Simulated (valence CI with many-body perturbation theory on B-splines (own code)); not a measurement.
**Ru⁵⁺ in brief**

Level of theory: relativistic CI+MBPT: three valence electrons over a frozen Dirac-Fock core [Kr], a basis of 9 s, 9 p, 10 d, 8 f, 5 g, 3 h, 1 i functions for each j, with the one-electron correlation potential Σ1, the two-electron term Σ2, the three-electron term Σ3, Breit, model QED; selected CI, second order for the rest, scaled by the run's own slope (own B-spline code, finite nucleus).

No measured levels were compared; by estimate terms of the open shell hold to 2 to 4 % of their energy, and close levels can change places; different configurations can be misplaced against each other by 1,000 to 8,000 cm⁻¹. Core correlation moves these levels by up to 17000 cm⁻¹, and in measured spectra 5 to 20 % of such shifts remained as error; rates that hang on mixing are uncertain with them.

Rates and lifetimes use the calculated energies. Strong lines usually hold to 10 to 20 %, long lifetimes can be off by a factor of two.

Question: What is the ground level?

Answer: 4d³ ⁴F_3/2, composition 98 % 4d³ ⁴F + 2 % 4d³ ²D, g = 0.407.

Question: Where does the other parity begin?

Answer: At 4d²5p ⁴G°_5/2, 27.293 eV.

Question: What is the ionisation energy?

Answer: 76.591 eV; NIST lists 76 ± 2 eV (theoretical).

Question: Name the longest-lived excited levels whose lifetime is computed, and their main decay.

Answer: 4d³ ⁴P_1/2 at 1.757 eV lives 10.4 s, mostly by E2 to 4d³ ⁴F_3/2; 4d³ ⁴F_5/2 at 0.183 eV lives 7.31 s, mostly by M1 to 4d³ ⁴F_3/2; 4d³ ⁴F_9/2 at 0.639 eV lives 5.43 s, mostly by M1 to 4d³ ⁴F_7/2.

Question: Among levels below 31.238 eV, which E1 lines absorb most strongly from the ground level?

Answer: to 4d²5p ⁴F°_3/2 at 44.89 nm, f = 0.182; to 4d²5p ⁴D°_1/2 at 43.71 nm, f = 0.129; to 4d²5p ⁴D°_3/2 at 43.39 nm, f = 0.0444.

Question: How well does LS coupling describe the low levels?

Answer: Among the lowest 20 levels the leading LS term, summed over configurations, holds 89 % on average. For single configurations the figures are 89 % in LS and 68 % in jj coupling. Terms mix most in the J = 3/2 level at 2.488 eV, where the leading one holds 52 %.

Question: How is the term ⁴F of the ground level split?

Answer: J = 3/2 at 0.000, J = 5/2 at 0.183, J = 7/2 at 0.403, J = 9/2 at 0.639 eV.
